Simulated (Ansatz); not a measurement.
Match the barriers

Saddle point of GaPH₆S, closed shell (GaH₃S ([SH][GaH2]) + PH₃ → GaPH₄ ([PH2][GaH2]) + H₂S (still joined by a long Ga–S bond); bonds formed: S2–H5; dative contacts that become bonds: Ga1–P6; bonds broken: H5–P6; bonds weakened to dative contacts: Ga1–S2), PBE0-D4/def2-TZVP structure:

```xyz
9
angstrom
Ga -1.0916 0.4069 -0.5229
S 1.1411 0.8016 -1.3566
H -1.7893 -0.5155 -1.5628
H -1.5814 1.6551 0.2657
H 0.7120 -0.2373 -0.0879
P -0.2060 -1.1586 1.1891
H 1.4036 1.7682 -0.4624
H 0.8246 -0.5546 1.9467
H 0.5871 -2.1658 0.5909
```

Ansatz 0.2.0; basis: def2-TZVPP, with def2-QZVPP for the basis limit; cores frozen in the correlated methods. Filled d shells of the heavier atoms are correlated. The def2 sets are not built for correlating such inner shells, so the correlated values are less sure here. Extrapolation: Hartree–Fock as exp(−7.88 √X), correlation as X^−2.97. Four methods, as single points on the PBE0-D4 structures, gave these electronic barriers from the start structure: 0.889, 1.257, 1.648, 2.165 eV.

Problem. The methods were, in alphabetical order, BHLYP-D4, HF, PBE0-D4, SPW92. Which gave which? (A judgement: the text doesn't fix the answer.)

Solution. By the calculation: SPW92 0.889; PBE0-D4 1.257; BHLYP-D4 1.648; HF 2.165 eV. For comparison, CCSD(T) at an estimated basis limit (MP2 extrapolated from triple and quadruple zeta, plus CCSD(T) − MP2 in triple zeta) gives 1.426 eV.

The T1 diagnostic stays at or below 0.014.

Labels in which every atom is bracketed show which atoms are joined, not bond orders.

For scale, one of the runs: CCSD(T)/def2-TZVPP, 216 basis functions, launched by `ansatz run in.yaml --threads 4 --pin off --events-out ev --progress --plain --max-ram 9574MiB`. Hardware: 4 CPU threads of an Arm Neoverse V1, shared host. Wall time 70 s; peak host memory 2.9 GiB.
